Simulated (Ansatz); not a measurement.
Ga2PF3, relaxed as a singlet with RKS PBE-D4/def2-SVP in Ansatz, starting from the GFN2-xTB geometry. Force threshold 0.02 eV/Å.

The structure comes from a short search, and lower isomers may exist.

Start:

| atom | x (Å) | y (Å) | z (Å) |
| --- | --- | --- | --- |
| Ga1 | -0.924 | -1.214 | -0.103 |
| Ga2 | 0.912 | 1.142 | -0.466 |
| P3 | -0.061 | -0.269 | -2.080 |
| F4 | -1.786 | -2.199 | 1.094 |
| F5 | 1.831 | 2.383 | 0.399 |
| F6 | 0.028 | 0.157 | 1.156 |

```
step   energy (eV)  largest force component (eV/Å)  SCF passes
   1  -122149.3820                           1.548          18
   2  -122149.6609                           0.956          25
   3  -122149.7567                           0.381          21
   4  -122149.7637                           0.129          20
   5  -122149.7652                           0.010          20
```

Force components are those of the run's own axes.

End:

| atom | x (Å) | y (Å) | z (Å) |
| --- | --- | --- | --- |
| Ga1 | -0.846 | -1.094 | -0.053 |
| Ga2 | 0.834 | 1.038 | -0.378 |
| P3 | -0.055 | -0.256 | -1.968 |
| F4 | -1.775 | -2.200 | 0.939 |
| F5 | 1.810 | 2.353 | 0.247 |
| F6 | 0.032 | 0.159 | 1.211 |

By distances, no bond broke or formed. The bond that changes most is Ga1–P3, from 2.36 to 2.23 Å (atoms count from 1).

No frequencies were taken in this run, so the end may be a saddle point.

Hardware: 4 threads of Arm Neoverse V1 on a shared host. Wall time 5.5 s.
